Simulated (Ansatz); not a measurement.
C₂H₇FSSi (`FC[SiH2]CS`). Charge 0, multiplicity 1. The structure was optimised at the PBE0-D4/def2-TZVP level. It is one conformer, not always the lowest.

```xyz
12

F     1.415   -0.993   -1.665
C     0.638   -1.458   -0.603
Si   -0.785   -0.249   -0.299
C    -0.083    1.435    0.137
S     0.830    1.386    1.703
H     0.277   -2.459   -0.858
H     1.281   -1.539    0.278
H    -1.633   -0.166   -1.519
H    -1.604   -0.757    0.837
H    -0.838    2.223    0.152
H     0.657    1.709   -0.620
H    -0.155    0.869    2.456
```

(1) What is the dipole moment at ωB97M-V/def2-TZVPP? (Best estimate.)

(2) And with PBE, r2SCAN, B3LYP? (An estimate is asked.)

(3) Give the Mulliken charges with ωB97M-V, r2SCAN, B3LYP in def2-TZVPP. (An estimate is asked.)

Answers

(1) Ansatz gave: 1.74 D, with components (-1.59, -0.38, 0.60) D in this frame, pointing from negative to positive charge.

(2) Computed: PBE 1.58 D, r2SCAN 1.70 D, B3LYP 1.75 D.

(3) Computed: 
| atom | ωB97M-V | r2SCAN | B3LYP |
| --- | --- | --- | --- |
| F1 | -0.24 | -0.25 | -0.26 |
| C2 | -0.07 | 0.05 | -0.01 |
| Si3 | 0.21 | 0.28 | 0.29 |
| C4 | -0.32 | -0.16 | -0.24 |
| S5 | -0.15 | -0.18 | -0.17 |
| H6 | 0.11 | 0.06 | 0.09 |
| H7 | 0.11 | 0.07 | 0.10 |
| H8 | -0.03 | -0.08 | -0.07 |
| H9 | -0.03 | -0.07 | -0.08 |
| H10 | 0.14 | 0.09 | 0.12 |
| H11 | 0.15 | 0.10 | 0.13 |
| H12 | 0.11 | 0.10 | 0.10 |

B3LYP here is the variant with VWN-RPA as its local correlation; programs differ in this.
